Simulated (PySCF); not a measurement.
# Simulated absorption spectrum

Compound: C₇H₄ClNO.
SMILES: `Clc1noc2ccccc12`

Level of theory: TDDFT PBE0/def2-SVPD, vertical, gas phase, core orbitals frozen in the response (PySCF). Geometry: GFN2-xTB; no solvent, vibrations or thermal averaging.

Each state is given a Gaussian of 0.5 eV full width at half maximum, with ε(max) = 2.175×10⁸ f / Δν̃ (Δν̃ the width in cm⁻¹). The width is an assumption, not a result. The curve ends short of the highest state used, and states not computed would add to its high-energy end.

| λ (nm) | ε (L mol⁻¹ cm⁻¹) |
| --- | --- |
| 199.5 | 13445 |
| 201.2 | 11004 |
| 202.9 | 8874 |
| 204.6 | 7037 |
| 206.3 | 5483 |
| 208.0 | 4210 |
| 209.8 | 3174 |
| 211.5 | 2493 |
| 213.2 | 2096 |
| 214.9 | 1967 |
| 216.6 | 2079 |
| 218.3 | 2391 |
| 220.0 | 2855 |
| 221.7 | 3413 |
| 223.4 | 4003 |
| 225.2 | 4598 |
| 226.9 | 5080 |
| 228.6 | 5449 |
| 230.3 | 5689 |
| 232.0 | 5802 |
| 233.7 | 5806 |
| 235.4 | 5726 |
| 237.1 | 5592 |
| 238.8 | 5430 |
| 240.5 | 5257 |
| 242.3 | 5073 |
| 244.0 | 4898 |
| 245.7 | 4717 |
| 247.4 | 4520 |
| 249.1 | 4299 |
| 250.8 | 4047 |
| 252.5 | 3763 |
| 254.2 | 3450 |
| 255.9 | 3115 |
| 257.7 | 2746 |
| 259.4 | 2396 |
| 261.1 | 2055 |
| 262.8 | 1734 |
| 264.5 | 1438 |
| 266.2 | 1173 |
| 267.9 | 942 |
| 269.6 | 745 |
| 271.3 | 580 |
| 273.0 | 445 |
| 274.8 | 331 |
| 276.5 | 247 |
| 278.2 | 182 |
| 279.9 | 132 |
| 281.6 | 95 |
| 283.3 | 67 |
| 285.0 | 47 |
| 286.7 | 33 |
| 288.4 | 23 |
| 290.2 | 15 |
| 291.9 | 10 |
| 293.6 | 7 |

(1) Where are the band maxima, and which computed states make them?

(2) Coming from long wavelengths, where does ε first pass 100 L mol⁻¹ cm⁻¹?

(3) Does any computed singlet lie in the visible range?

(4) On this curve, what absorbance would a 10⁻³ mol/L sample give at 248 nm over a 1 cm path?

Results:

(1) 233 nm (5.32 eV), ε about 5800, made up of S1 (15%) and S2 (84%) (ε in L mol⁻¹ cm⁻¹; maxima over ε = 5, shares over 10%). At its high-energy end, 6.21 eV, the curve is still rising (ε about 13000, from S4 and S5). The states used: S1 4.97 eV (f 0.065); S2 5.39 eV (f 0.095); S3 5.97 eV (f 0.0035); S4 6.20 eV (f 0.121); S5 6.54 eV (f 0.376); S6 6.69 eV (f 0.124); S7 6.74 eV (f 0.0006); S8 6.81 eV (f 0.0020).

(2) At about 281 nm (4.41 eV), 0.57 eV below S1.

(3) No computed singlet lies in the visible range (380 to 750 nm); the lowest, at 249 nm, stands 1.71 eV above its violet end (3.26 eV).

(4) 248 nm is 4.999 eV, where ε is about 4400 L mol⁻¹ cm⁻¹, so A = ε c l ≈ 4.4 (Beer–Lambert, with the gas-phase spectrum and the assumed width).

Hardware: one thread of an Intel Xeon Platinum 8488C, shared host with 192 logical CPUs at a one-minute load of 25. Cost: 50 s wall, 1.0 GiB resident at most.
